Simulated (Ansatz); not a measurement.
System: disilylmethane, CH₈Si₂, net charge 0, singlet state. 
Coordinates optimised at B3LYP-D3(BJ)/def2-TZVP (Ansatz, a quantum-chemistry and plane-wave program):
```xyz
11

Si     1.4283     0.7034     0.0268
C      0.2217    -0.7262    -0.1266
Si    -1.5873    -0.2647     0.0686
H      2.8264     0.2399    -0.1468
H      1.1407     1.7279    -1.0056
H      1.3045     1.3351     1.3624
H      0.4742    -1.4799     0.6253
H      0.3593    -1.1975    -1.1045
H     -1.9776     0.7208    -0.9679
H     -1.8194     0.3398     1.4023
H     -2.4578    -1.4581    -0.0652
```

Basis-set convergence of Hartree-Fock and CCSD(T) correlation energies (hartree) with Ansatz. Valence correlation only, unless marked. No spin-orbit coupling. Non-relativistic.

| basis | functions | E(HF) | E(corr, CCSD(T)) |
|---|---|---|---|
| aug-cc-pV(D+d)Z | 159 | -620.40338 | -0.45064 |
| aug-cc-pV(T+d)Z | 340 | ? | ? |

### Question
Fill in the missing entries.

### Answer

- aug-cc-pV(T+d)Z, E(HF): -620.44054
- aug-cc-pV(T+d)Z, E(corr, CCSD(T)): -0.52269
